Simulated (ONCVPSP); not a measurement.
**Building the ONCV potential for Mg (PBE, scalar-relativistic).**

```json
{
  "Element": "magnesium",
  "Generator": "ONCVPSP 4.0.1",
  "Type": "optimised norm-conserving Vanderbilt (ONCV)",
  "Functional": "PBE",
  "Relativity": "scalar-relativistic",
  "Frozen core": "[He]",
  "Valence charge": "10",
  "Reference configuration": "2s2 2p6 3s1.5 3p0.5",
  "Partial waves": "2s+3s: rc 1.05 bohr, ncon 5, nbas 8, qcut 13.7 1/bohr, 2 projectors; 2p+3p: rc 1.15 bohr, ncon 3, nbas 7, qcut 9.8 1/bohr, 2 projectors; d scattering state at 0.36 Ha: rc 1.10 bohr, ncon 5, nbas 9, qcut 9 1/bohr, 2 projectors, debl 1.3 Ha",
  "Local potential": "polynomial inside 0.85 bohr (lpopt 5, dvloc0 6 Ha)",
  "Core correction": "none"
}
```

All-electron outer shells of the reference configuration (PBE, scalar-relativistic, ld1.x):

```json
{"shell": "1s", "level (eV)": "-1260.75", "outermost node (bohr)": "–", "outermost maximum (bohr)": "0.09"}
{"shell": "2s", "level (eV)": "-80.92", "outermost node (bohr)": "0.18", "outermost maximum (bohr)": "0.54"}
{"shell": "2p", "level (eV)": "-47.68", "outermost node (bohr)": "–", "outermost maximum (bohr)": "0.48"}
{"shell": "3s", "level (eV)": "-5.22", "outermost node (bohr)": "0.90", "outermost maximum (bohr)": "2.53"}
{"shell": "3p", "level (eV)": "-1.73", "outermost node (bohr)": "0.95", "outermost maximum (bohr)": "3.41"}
```

**Question.** Does the generator finish with these settings?

**Answer.** Yes, a potential is produced and its reference levels are reproduced.

**Question.** Estimate the cutoffs (Ha) at which the residual kinetic energy of the hardest occupied pseudo-wave falls to 1 and 0.1 mHa per electron.

**Answer.** 58 Ha and 86 Ha.

**Question.** What does a ghost test show?

**Answer.** No bound ghost flagged; no localised positive-energy state flagged.

**Question.** Tests: 2s2 2p6 3s2 3p0; 2s2 2p6 3s1 3p0; 2s2 2p6 3s0 3p0; 2s2 2p5 3s2 3p0. Which has the largest error in its energy relative to the reference configuration, and how large is it?

**Answer.** 2s2 2p5 3s2 3p0, with +449 meV (all-electron minus pseudo) on +56.82 eV.
